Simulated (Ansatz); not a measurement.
Counterpoise correction, worked out

The pair of K⁺ (SMILES [K+], atom 1) and HBr (SMILES Br, atoms 2–3), both closed shells, in one local arrangement (a lower one may exist), relaxed at PBE0-D4/def2-TZVP:

| atom | x (Å) | y (Å) | z (Å) |
| --- | --- | --- | --- |
| K1 | -0.0196 | 0.0456 | -2.3936 |
| Br2 | -0.2472 | 0.5768 | 0.9101 |
| H3 | 0.2667 | -0.6224 | 1.4836 |

Computed with Ansatz 0.2.0 (basis: def2-TZVPPD); correlated methods freeze the cores. Filled d shells of the heavier atoms are correlated. The outer core shell of Li, Na, Mg and K is correlated. The def2 sets are not built for correlating such inner shells, so the correlated values are less sure here.

MP2 total energies in eV:

| system | geometry | basis functions | energy |
| --- | --- | --- | --- |
| pair | pair | all | -86327.02707 |
| K⁺ | as in the pair | all (partner as ghosts) | -16303.89616 |
| HBr | as in the pair | all (partner as ghosts) | -70022.84997 |
| K⁺ | as in the pair | its own | -16303.88668 |
| HBr | as in the pair | its own | -70022.83681 |
| K⁺ | free (PBE0-D4 minimum) | its own | -16303.88668 |
| HBr | free (PBE0-D4 minimum) | its own | -70022.83853 |

Problem. Work out the interaction energy with and without the counterpoise correction, the superposition error, and the binding energy from the relaxed fragments.

Solution. Without correction: -86327.02707 − (-16303.88668) − (-70022.83681) = -0.30358 eV.
With correction (each fragment in the whole basis): -86327.02707 − (-16303.89616) − (-70022.84997) = -0.28094 eV = -6.48 kcal/mol.
The superposition error is the difference, 0.02264 eV, 7 % of the uncorrected value: each fragment borrows its partner's functions.
Deformation from the free shapes: 0.00000 eV for K⁺ and 0.00172 eV for HBr.
Binding energy from relaxed fragments: -0.28094 + 0.00000 + 0.00172 = -0.27922 eV = -6.44 kcal/mol (electronic, without zero-point energy; negative means bound). For comparison, the corrected interaction energy by CCSD(T) at an estimated basis limit (MP2 extrapolated from triple and quadruple zeta, plus CCSD(T) − MP2 in triple zeta) is -0.311 eV.

No T1 diagnostic of these runs exceeds 0.006.

For scale, one of the runs: CCSD(T)/def2-TZVPPD, 110 basis functions, launched by `ansatz run in.yaml --threads 2 --pin off --events-out ev --progress --plain --max-ram 5222MiB`. Hardware: 2 CPU threads, shared host. Wall time about 2.8 s.
